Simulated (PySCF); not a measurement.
Compound: C₄H₁₀O₃Si.
Z-matrix (Å and degrees, PBE0-D3(BJ)/def2-SVP geometry), rows numbered from 1:
```
C 
O   1  1.3934
C   2  1.3985  1  113.67
Si  3  1.8775  2  108.53  1   179.05
O   4  1.6746  3  113.91  2    51.57
C   5  1.4169  4  108.11  3   -99.24
C   6  1.5350  5  107.10  4   -31.14
O   7  1.4153  6  107.45  5    34.34
H   1  1.1084  2  111.82  3   -60.63
H   1  1.1085  2  111.88  3    60.50
H   1  1.0992  2  108.01  3   179.97
H   3  1.1129  2  111.98  1    58.43
H   3  1.1126  2  111.91  1   -60.06
H   4  1.4885  3  109.68  2   176.37
H   6  1.1052  5  109.66  4    88.58
H   6  1.1014  5  109.51  4  -152.48
H   7  1.1061  6  110.64  5   -85.39
H   7  1.1016  6  111.43  5   154.41
```

Theory: PySCF, PBE0-D3(BJ)/def2-SVP geometry optimisation, gas phase.

Masses are those of the commonest isotopes; rigid-rotor values at the optimised geometry. The values belong to one conformer with, in the numbering `[CH3:1][O:2][CH2:3][SiH:4]1[O:5][CH2:6][CH2:7][O:8]1`, C1–O2–C3–Si4 179°, O2–C3–Si4–O5 52°, C3–Si4–O5–C6 -99°, Si4–O5–C6–C7 -31°, O5–C6–C7–O8 34°, C6–C7–O8–Si4 -22°.

(1) What are A, B and C (cm⁻¹)?

(2) Classify the top.

(3) What does the inertial defect say?

(4) Give the coordinates in the principal-axis frame, origin at the centre of mass.

(5) Which types of transition are allowed, and where do some lines up to J = 5 fall?

(6) Estimate the classical rotational partition function at 10 K, 25 K and 200 K.

Results:

(1) Ia = 162.99, Ib = 459.42, Ic = 480.71 u·Å²; 505379 MHz·u·Å²/I gives 3101, 1100 and 1051 MHz, that is A = 0.10343, B = 0.03669, C = 0.03507 cm⁻¹.

(2) A near-prolate asymmetric top. Ray's parameter κ = (2B − A − C)/(A − C) = -0.952; −1 is the prolate and +1 the oblate limit.

(3) Not planar: Δ = Ic − Ia − Ib = -141.69 u·Å². For a rigid frame Δ = −2 Σ m c², so Σ m c² = 70.85 u·Å² lies off the ab plane: 8.09 from hydrogen and 62.76 from heavier atoms. The atom farthest from that plane is 1.51 Å away.

(4) The sense of each axis is arbitrary; atoms in the order of the calculation.
| atom | mass (u) | a (Å) | b (Å) | c (Å) |
| --- | --- | --- | --- | --- |
| C1 | 12.000 | 3.178 | 0.742 | 0.130 |
| O2 | 15.995 | 1.806 | 0.510 | 0.052 |
| C3 | 12.000 | 1.470 | -0.842 | -0.064 |
| Si4 | 27.977 | -0.401 | -0.990 | -0.127 |
| O5 | 15.995 | -1.121 | -0.003 | -1.273 |
| C6 | 12.000 | -1.612 | 1.151 | -0.614 |
| C7 | 12.000 | -2.006 | 0.726 | 0.807 |
| O8 | 15.995 | -1.095 | -0.276 | 1.218 |
| H9 | 1.008 | 3.630 | 0.247 | 1.013 |
| H10 | 1.008 | 3.709 | 0.379 | -0.773 |
| H11 | 1.008 | 3.335 | 1.826 | 0.217 |
| H12 | 1.008 | 1.856 | -1.442 | 0.791 |
| H13 | 1.008 | 1.909 | -1.302 | -0.977 |
| H14 | 1.008 | -0.784 | -2.412 | -0.339 |
| H15 | 1.008 | -0.822 | 1.923 | -0.579 |
| H16 | 1.008 | -2.471 | 1.555 | -1.172 |
| H17 | 1.008 | -3.036 | 0.322 | 0.822 |
| H18 | 1.008 | -1.962 | 1.575 | 1.507 |

(5) The dipole components are |μa| = 1.07 D, |μb| = 0.34 D, |μc| = 0.13 D. The squared components, which scale the intensities, stand as 1.00 : 0.10 : 0.01 (a : b : c). Some lines, for components of 0.1 D or more:

```json
{"type": "b", "branch": "R", "J(Ka,Kc)": "3(1,2) ← 2(2,1)", "MHz": "525", "lower level (cm⁻¹)": "0.485"}
{"type": "a", "branch": "Q", "J(Ka,Kc)": "5(1,4) ← 5(1,5)", "MHz": "731", "lower level (cm⁻¹)": "1.132"}
{"type": "b", "branch": "Q", "J(Ka,Kc)": "5(1,4) ← 5(0,5)", "MHz": "2415", "lower level (cm⁻¹)": "1.075"}
{"type": "a", "branch": "R", "J(Ka,Kc)": "2(0,2) ← 1(0,1)", "MHz": "4302", "lower level (cm⁻¹)": "0.072"}
{"type": "b", "branch": "R", "J(Ka,Kc)": "3(0,3) ← 2(1,2)", "MHz": "4498", "lower level (cm⁻¹)": "0.280"}
{"type": "b", "branch": "Q", "J(Ka,Kc)": "4(2,3) ← 4(1,4)", "MHz": "6320", "lower level (cm⁻¹)": "0.777"}
{"type": "b", "branch": "Q", "J(Ka,Kc)": "5(2,4) ← 5(1,5)", "MHz": "6444", "lower level (cm⁻¹)": "1.132"}
{"type": "a", "branch": "R", "J(Ka,Kc)": "3(2,2) ← 2(2,1)", "MHz": "6454", "lower level (cm⁻¹)": "0.485"}
{"type": "a", "branch": "R", "J(Ka,Kc)": "3(1,2) ← 2(1,1)", "MHz": "6527", "lower level (cm⁻¹)": "0.285"}
{"type": "a", "branch": "R", "J(Ka,Kc)": "4(2,3) ← 3(2,2)", "MHz": "8605", "lower level (cm⁻¹)": "0.701"}
{"type": "a", "branch": "R", "J(Ka,Kc)": "4(3,2) ← 3(3,1)", "MHz": "8607", "lower level (cm⁻¹)": "1.039"}
{"type": "b", "branch": "Q", "J(Ka,Kc)": "5(3,2) ← 5(2,3)", "MHz": "10102", "lower level (cm⁻¹)": "1.348"}
{"type": "c", "branch": "Q", "J(Ka,Kc)": "4(3,2) ← 4(2,2)", "MHz": "10115", "lower level (cm⁻¹)": "0.988"}
{"type": "c", "branch": "R", "J(Ka,Kc)": "2(2,0) ← 1(1,0)", "MHz": "10354", "lower level (cm⁻¹)": "0.140"}
{"type": "b", "branch": "R", "J(Ka,Kc)": "2(2,0) ← 1(1,1)", "MHz": "10403", "lower level (cm⁻¹)": "0.138"}
{"type": "a", "branch": "R", "J(Ka,Kc)": "5(2,4) ← 4(2,3)", "MHz": "10755", "lower level (cm⁻¹)": "0.988"}
{"type": "c", "branch": "R", "J(Ka,Kc)": "5(1,4) ← 4(0,4)", "MHz": "13154", "lower level (cm⁻¹)": "0.717"}
{"type": "b", "branch": "R", "J(Ka,Kc)": "5(2,4) ← 4(1,3)", "MHz": "16588", "lower level (cm⁻¹)": "0.793"}
{"type": "c", "branch": "R", "J(Ka,Kc)": "5(2,4) ← 4(1,4)", "MHz": "17075", "lower level (cm⁻¹)": "0.777"}
{"type": "c", "branch": "R", "J(Ka,Kc)": "4(3,2) ← 3(2,2)", "MHz": "18733", "lower level (cm⁻¹)": "0.701"}
{"type": "b", "branch": "R", "J(Ka,Kc)": "4(4,0) ← 3(3,1)", "MHz": "22781", "lower level (cm⁻¹)": "1.039"}
```

(6) Point group C1, symmetry number σ = 1; q = (√π/σ)·√((kT/h)³/(ABC)), k/h = 20836.6 MHz/K: 2820 at 10 K, 11100 at 25 K, 252000 at 200 K.

Stationary, but not proved a minimum. These are rigid-rotor constants of the computed structure; measured ground-state constants (B0) also hold zero-point vibration. A rigid rotor knows nothing of internal rotation, which can split or shift real lines.
